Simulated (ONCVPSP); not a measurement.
silicon: one change to an ONCV potential, before and after

```
Element                 : Si (Z = 14)
Generator               : ONCVPSP 4.0.1
Type                    : optimised norm-conserving Vanderbilt (ONCV)
Functional              : PBEsol
Relativity              : scalar-relativistic
Frozen core             : [He]
Valence charge          : 12
Reference configuration : 2s2 2p6 3s2 3p1.75 (charge +0.25)
Partial waves           : 2s+3s: rc 0.90 bohr, ncon 5, nbas 10, qcut 14.8 1/bohr, 2 projectors; 2p+3p: rc 0.95 bohr, ncon 4, nbas 9, qcut 16.1 1/bohr, 2 projectors
Local potential         : polynomial inside 0.60 bohr (lpopt 1, dvloc0 2 Ha)
Core correction         : polynomial model core, fcfact 0.4
```

Change: all radii but the core radius scaled by about 1.14 (s 1.02, p 1.08 bohr); local potential polynomial inside 0.68 bohr (lpopt 1, dvloc0 2 Ha).

Cutoffs: the cutoffs (Ha) at which the residual kinetic energy of the hardest occupied pseudo-wave falls to 1 and 0.1 mHa per electron; they do not see the model core or the augmentation charge, which bear on the density cutoff. Errors are all-electron minus pseudo energies relative to the spin-unpolarised reference configuration.

Q: Predict the effect on cutoff, ghosts and configuration errors.

A: The potential gets softer (95 Ha and 108 Ha → 86 Ha and 98 Ha); of the 4 tests that both files solve, the error grows in 1 and shrinks in 0 by more than 15 % and 0.3 meV (median size 0.3 → 0.5 meV); neither file shows a bound ghost. A larger radius leaves more room for a smooth pseudo-wave, so fewer plane waves are needed.

| quantity | base | changed |
| --- | --- | --- |
| cutoff, loose | 95 Ha | 86 Ha |
| cutoff, tight | 108 Ha | 98 Ha |
| loose cutoff by channel | s 70 Ha, p 95 Ha | s 58 Ha, p 86 Ha |
| bound ghosts | none | none |
| GHOST(+) flags under 300 eV | none | none |
| error for 2s2 2p6 3s2 3p2, meV [ΔE -1.23 eV] | 0.0 | 0.0 |
| error for 2s2 2p6 3s2 3p1, meV [ΔE 6.48 eV] | +0.2 | +0.1 |
| error for 2s2 2p6 3s2 3p0, meV [ΔE 22.45 eV] | +1.8 | +1.9 |
| error for 2s2 2p6 3s1 3p2, meV [ΔE 13.89 eV] | -0.5 | -0.9 |
| rms error of d²Exc/dni dnj with the model core, mHa | 1.76 | 1.67 |
